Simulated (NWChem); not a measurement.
# Total energies of NS

SMILES: [N]=S
```xyz
2

N      0.0000     0.0000     1.0445
S      0.0000     0.0000    -0.4570
```
Charge 0, spin multiplicity 2.

All runs are NWChem calculations. Structure: optimised with UPBE0/def2-SVP, a minimum by its harmonic frequencies.

Basis set: def2-SVP (32 functions).

| method | total energy (Ha) |
|---|---|
| UHF | -451.73910 |
| UMP2 | -451.97521 |
| UB2PLYP | -452.50434 |
| UPBE | -452.46362 |
| UB3LYP | -452.70622 |
| ULC-wPBE (omega 0.3 per bohr) | -452.49040 |

Total energies of different functionals aren't comparable as a measure of quality: only differences taken within one method are. 

The correlated methods keep 6 core orbitals frozen. B3LYP has NWChem's definition, with VWN1-RPA local correlation. The structure started from a generated list of species. The unpaired electrons of the parent sit in orbitals of symmetry b1 (C2v labels of the run); other states weren't searched. The stability of the SCF solutions was not checked. Open-shell Hartree-Fock references start from PBE0 orbitals.
